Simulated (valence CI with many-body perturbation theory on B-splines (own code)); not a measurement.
# Ta LXI in three bases

Calculated by valence CI with perturbative core correlation (CI+MBPT): three valence electrons over a frozen Dirac-Fock core [Ne], a basis of 9 s, 9 p, 8 d, 6 f, 3 g, 1 h functions for each j, with the one-electron correlation potential Σ1, the two-electron term Σ2, the three-electron term Σ3, Breit, model QED; selected CI, second order for the rest, scaled by the run's own slope (own B-spline code, finite nucleus).

The last digits are not significant, and no measured levels were compared; by estimate large intervals hold to a few tenths of a per cent, small ones and those within an open d or f shell to about a per cent.

The reference run has the lowest level (3s^2 3p1/2) J=1/2 and an ionisation energy of 6503.18 eV. Its largest variational space holds 8447 state functions.

Levels are named by their leading jj configuration (3d3/2^4 stands for four electrons in 3d with j = 3/2), which in mixed levels can hold well under half, so a name can repeat and another be missing. Letters in brackets count levels of one name in rising energy.

Changed runs:
A. basis 6 s, 6 p, 5 d, 3 f, 1 g
B. basis 5 s, 5 p, 4 d, 2 f

Excitation energies of the reference run in cm⁻¹, and shifts in cm⁻¹:

```
                     Level  Reference      A      B
        (3s 3p1/2^2) J=1/2    1321110    -23    -53
        (3s^2 3p3/2) J=3/2    2747970    -34    -80
(3s 3p1/2 3p3/2) J=3/2 [a]    3829630   -188   -564
    (3s 3p1/2 3p3/2) J=5/2    3973350    -46   -132
(3s 3p1/2 3p3/2) J=3/2 [b]    4141560   -6.5   -6.8
    (3s 3p1/2 3p3/2) J=1/2    4221010    +22   +131
        (3s^2 3d3/2) J=3/2    4600750   +287   +930
        (3s^2 3d5/2) J=5/2    5153360   +223   +646
     (3p1/2^2 3p3/2) J=3/2    5437900    -81   -230
(3s 3p1/2 3d3/2) J=3/2 [a]    5545380    -33   -102
    (3s 3p1/2 3d3/2) J=5/2    5643490    +94   +218
    (3s 3p1/2 3d3/2) J=1/2    5853170   +203   +586
    Ionisation energy (eV)    6503.18  -0.02  -0.07
```
